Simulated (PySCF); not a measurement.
Coordinates in bohr (charge 0 multiplicity 2):
```
Tc    0.0000    0.0000   -0.2161
O     3.1079    0.0000    0.4494
O    -1.5540    2.6915    0.4494
O    -1.5539   -2.6915    0.4494
```

These are results of UB3LYP/[Tc def2-SVP with ECP28, O def2-SVP], scalar-relativistic core potentials, density fitting, no spin–orbit coupling, PySCF, not measurements.

This geometry of TcO3 is a stationary point at this level.

**Question.** What is the point group?

**Answer.** C3v.

**Question.** Is it a minimum?

**Answer.** Yes: all harmonic wavenumbers are real.

**Question.** Give the atomic charges and bond orders.

**Answer.** 
| atom | Mulliken | Löwdin | polar tensor | spin (Mulliken) | Mayer order to Tc1 |
| --- | --- | --- | --- | --- | --- |
| Tc1 | 1.05 | 0.29 | 1.74 | 0.95 | – |
| O2,3,4 | -0.35 | -0.10 | -0.58 | 0.02 | 1.98 |

**Question.** Give the ideal-gas entropy at 298.15 K and 1 bar by parts.

**Answer.** translation 171.1, rotation 94.8, vibration 21.7, spin 5.8; total 293.4 J/(mol K).

**Question.** What is the atomisation energy, with and without zero-point energy?

**Answer.** 1636 kJ/mol without, 1613 kJ/mol with.

Only a few start shapes were tried, so a lower isomer may exist. Other spin states or occupations of the open shell can lie lower.
